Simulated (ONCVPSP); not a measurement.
# Transferability test, ONCV potential for Ce

cerium (Ce), optimised norm-conserving Vanderbilt (ONCV), made with ONCVPSP 4.0.1 (Wu-Cohen, scalar-relativistic). Core [Kr] 4d10, reference 4f1 5s2 5p6 5d1 6s1.75 6p0.25. Waves: 5s+6s: rc 2.30 bohr, ncon 4, nbas 7, qcut 6.6 1/bohr, 2 projectors; 5p+6p: rc 3.50 bohr, ncon 4, nbas 8, qcut 4 1/bohr, 2 projectors; 5d: rc 2.60 bohr, ncon 5, nbas 10, qcut 3.5 1/bohr, 3 projectors, debl 0.4 Ha; 4f: rc 0.90 bohr, ncon 4, nbas 7, qcut 14.2 1/bohr, 1 projector. Local part: polynomial inside 0.85 bohr (lpopt 5, dvloc0 0 Ha). Core correction: Teter function, fcfact 4.5, rcfact 1.7.

Energies are relative to the spin-unpolarised reference configuration 4f1 5s2 5p6 5d1 6s1.75 6p0.25; without spin polarisation the order of configurations can differ from experiment.

(1) Give the all-electron excitation energy and the error of the potential for: 4f1 5s2 5p6 5d1 6s2 6p0; 4f1 5s2 5p6 5d1 6s1 6p0; 4f1 5s2 5p6 5d1 6s0 6p0; 4f1 5s2 5p6 5d1 6s0 6p2.

Levels in the configuration 4f1 5s2 5p6 5d1 6s1 6p0:

```csv
level,all-electron (eV),pseudo (eV)
4f,-11.337,-11.345
5s,-46.532,-46.532
5p,-29.125,-29.123
5d,-8.577,-8.572
6s,-8.489,-8.489
```

Note: ghosts flagged at negative energy: s at -497.1 eV, p at -107.4 eV, d at -8263.2 eV; GHOST(+) flagged for d at 81.7 eV, s at 166.0 eV. A true bound ghost makes a file unfit for plane-wave use.

## Answers

(1)

```json
{"valence configuration": "4f1 5s2 5p6 5d1 6s2 6p0", "charge": "0", "ΔE all-electron (eV)": "-0.617", "error AE − PS (meV)": "+0.1"}
{"valence configuration": "4f1 5s2 5p6 5d1 6s1 6p0", "charge": "+1", "ΔE all-electron (eV)": "5.484", "error AE − PS (meV)": "-1.1"}
{"valence configuration": "4f1 5s2 5p6 5d1 6s0 6p0", "charge": "+2", "ΔE all-electron (eV)": "16.462", "error AE − PS (meV)": "-5.5"}
{"valence configuration": "4f1 5s2 5p6 5d1 6s0 6p2", "charge": "0", "ΔE all-electron (eV)": "4.447", "error AE − PS (meV)": "0.0"}
```
